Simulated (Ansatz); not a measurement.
HCl₃SeSn (SMILES [Cl][Sn]([Cl])([Cl])[SeH]), singlet, at the geometry of the source list (core potentials on Sn); PBE/def2-SV(P) in Ansatz (a first-principles code).

Here is a job for Ansatz.
Ansatz 0.2 input:
```yaml
crystal:
  periodic: [false, false, false]
  atoms:
    - {symbol: Cl, position_ang: [-1.66000000, 0.47130000, 1.97100000]}
    - {symbol: Sn, position_ang: [-0.49540000, -0.07370000, 0.02770000]}
    - {symbol: Cl, position_ang: [-0.48090000, 1.82740000, -1.33050000]}
    - {symbol: Cl, position_ang: [-1.75100000, -1.70970000, -1.04500000]}
    - {symbol: Se, position_ang: [1.90360000, -0.83980000, 0.50530000]}
    - {symbol: H, position_ang: [2.48370000, 0.32470000, -0.12850000]}
basis:
  gaussian:
    orbitals: def2-SV_P_.json
hamiltonian:
  xc: pbe
```
The basis file holds def2-SV(P) in the JSON format of the Basis Set Exchange.

It wrote (shortened):

```
Functional definition: PBE
1272 factors; their error is unknown
mean field evaluation 1: about -108723.2917 eV, gradient 2.3e1 eV
mean field evaluation 2: about -108720.6919 eV, gradient 3.8e1 eV
mean field evaluation 4: about -108724.6463 eV, gradient 7.9e-1 eV
mean field evaluation 8: about -108724.6570 eV, gradient 1.6e-2 eV
mean field evaluation 16: about -108724.5224 eV, gradient 1.2e-5 eV
mean field -108724.52237212 eV, -3995.5525010473 hartree, gradient 1.2e-5 eV, S^2 0.000000; 0 other end points of the search recorded, 0 dependent functions left out
reference -108724.52240806 eV, -3995.5525023680 hartree; 54, 54 occupied and 60, 60 virtual orbitals, 1272 factors
Total energy: -108724.52240806 eV, -3995.5525023680 hartree
```
